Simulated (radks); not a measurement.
Charge is removed step by step from the 5s down level of Tm3+, starting from [Kr] 4d10 4f12 5s(up 1, down 1) 5p6. Calculated with a radial shooting solver on a logarithmic mesh with Libxc functionals: non-relativistic Kohn-Sham, SCAN, spin-polarised, spherical densities, point nucleus; open shells are filled with parallel spins first (spin-orbit coupling, left out, can overturn this in heavy ions); meta-GGA in the generalised Kohn-Sham scheme; relativity is left out, which matters for an element this heavy.

removed (e) = 0: E - E(0) (eV) 0.000; eigenvalue (eV) -75.521
removed (e) = 0.25: E - E(0) (eV) 19.318; eigenvalue (eV) -79.054
removed (e) = 0.5: E - E(0) (eV) 39.522; eigenvalue (eV) -82.550
removed (e) = 0.75: E - E(0) (eV) 60.592; eigenvalue (eV) -86.098

The mean slope of the eigenvalue, de/dn, is 14.1 eV per electron.
